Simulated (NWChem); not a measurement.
System: SiNH₄O₂Cl; SMILES [Si](O)(N)(Cl)O

Input file for NWChem:

```
start job
memory heap 200 mb stack 900 mb global 1100 mb
geometry units angstroms
  N      1.834001    -0.300974    -0.155622
  Si     0.151395    -0.033240    -0.360210
  O     -0.121887     1.339306    -1.185013
  O     -0.573428    -1.216567    -1.195580
  Cl    -0.624417     0.097832     1.502958
  H      2.133208    -0.984344     0.519732
  H      2.401126    -0.368900    -0.984708
  H      0.211357     2.170413    -0.858597
  H     -1.450093    -1.097896    -1.553438
end
basis spherical
  * library def2-svp
end
dft
  xc pbe0
  iterations 150
end
driver
  maxiter 120
end
task dft optimize
task dft freq
```

NWChem printed, in part:

```
             Northwest Computational Chemistry Package (NWChem) 7.3.0
             --------------------------------------------------------

 C1  symmetry detected

                             Geometry "geometry" -> ""
                             -------------------------

 Output coordinates in angstroms (scale by  1.889725989 to convert to a.u.)

  No.       Tag          Charge          X              Y              Z
 ---- ---------------- ---------- -------------- -------------- --------------
    1 N                    7.0000     1.65314163     0.76956825    -0.09775157
    2 Si                  14.0000    -0.00564487     0.33849295    -0.01229910
    3 O                    8.0000    -0.69175327     0.93490938     1.33395804
    4 O                    8.0000    -0.86742572     0.91749618    -1.25550594
    5 Cl                  17.0000    -0.05759228    -1.68324064     0.00651218
    6 H                    1.0000     2.24234186     0.28505735    -0.75404014
    7 H                    1.0000     1.88270069     1.74981886    -0.09145200
    8 H                    1.0000    -0.34423223     0.70714150     2.19168104
    9 H                    1.0000    -1.82127285     0.92794959    -1.22806436

 Effective nuclear repulsion energy (a.u.)     319.8804736891

                                Z-matrix (autoz)
                                --------

 Units are Angstrom for bonds and degrees for angles

[...]

      ----------------------
      Optimization converged
      ----------------------

  Step       Energy      Delta E   Gmax     Grms     Xrms     Xmax
  ---- ---------------- -------- -------- -------- -------- --------
@   20    -956.59338273 -6.3D-08  0.00002  0.00001  0.00029  0.00083
                                     ok       ok       ok       ok

                                Z-matrix (autoz)
                                --------

 Units are Angstrom for bonds and degrees for angles

[...]

 Rotational Constants
 --------------------
 A=   0.126771 cm-1  (  0.182391 K)
 B=   0.080934 cm-1  (  0.116444 K)
 C=   0.076875 cm-1  (  0.110603 K)

 Temperature                      =   298.15K
 frequency scaling parameter      =   1.0000

 Zero-Point correction to Energy  =   35.813 kcal/mol  (  0.057072 au)
 Thermal correction to Energy     =   40.527 kcal/mol  (  0.064583 au)
 Thermal correction to Enthalpy   =   41.119 kcal/mol  (  0.065527 au)

 Total Entropy                    =   83.624 cal/mol-K
   - Translational                =   40.064 cal/mol-K (mol. weight = 112.9700)
   - Rotational                   =   27.105 cal/mol-K (symmetry #  =        1)
   - Vibrational                  =   16.456 cal/mol-K

 Cv (constant volume heat capacity) =   25.674 cal/mol-K
   - Translational                  =    2.979 cal/mol-K
   - Rotational                     =    2.979 cal/mol-K
   - Vibrational                    =   19.715 cal/mol-K

[normal modes left out]

 ----------------------------------------------------------------------------
 Normal Eigenvalue ||           Projected Infra Red Intensities
  Mode   [cm**-1]  || [atomic units] [(debye/angs)**2] [(KM/mol)] [arbitrary]
 ------ ---------- || -------------- ----------------- ---------- -----------
    1       -0.000 ||    0.000102           0.002         0.099       0.014
    2       -0.000 ||    0.000286           0.007         0.279       0.039
    3        0.000 ||    0.000481           0.011         0.468       0.065
    4        0.000 ||    0.000258           0.006         0.252       0.035
    5        0.000 ||    0.000003           0.000         0.003       0.000
    6        0.000 ||    0.000124           0.003         0.121       0.017
    7      121.769 ||    0.002764           0.064         2.694       0.374
    8      186.728 ||    0.061291           1.414        59.749       8.293
    9      219.113 ||    0.017664           0.408        17.220       2.390
   10      272.824 ||    0.040535           0.935        39.516       5.485
   11      290.412 ||    0.027042           0.624        26.362       3.659
   12      307.523 ||    0.047222           1.089        46.034       6.389
   13      353.570 ||    0.095166           2.196        92.772      12.876
   14      366.137 ||    0.035449           0.818        34.558       4.796
   15      401.795 ||    0.201188           4.642       196.128      27.221
   16      537.449 ||    0.120173           2.772       117.151      16.260
   17      790.578 ||    0.024901           0.574        24.274       3.369
   18      818.789 ||    0.100399           2.316        97.874      13.584
   19      831.529 ||    0.185887           4.289       181.212      25.151
   20      859.772 ||    0.259067           5.977       252.552      35.053
   21      969.669 ||    0.170905           3.943       166.607      23.124
   22      994.958 ||    0.203715           4.700       198.591      27.563
   23     1532.254 ||    0.077382           1.785        75.436      10.470
   24     3621.344 ||    0.046791           1.080        45.614       6.331
   25     3726.205 ||    0.053270           1.229        51.930       7.208
   26     3925.762 ||    0.115611           2.667       112.703      15.643
   27     3935.476 ||    0.107841           2.488       105.128      14.591
 ----------------------------------------------------------------------------
```

Level: PBE0/def2-SVP.
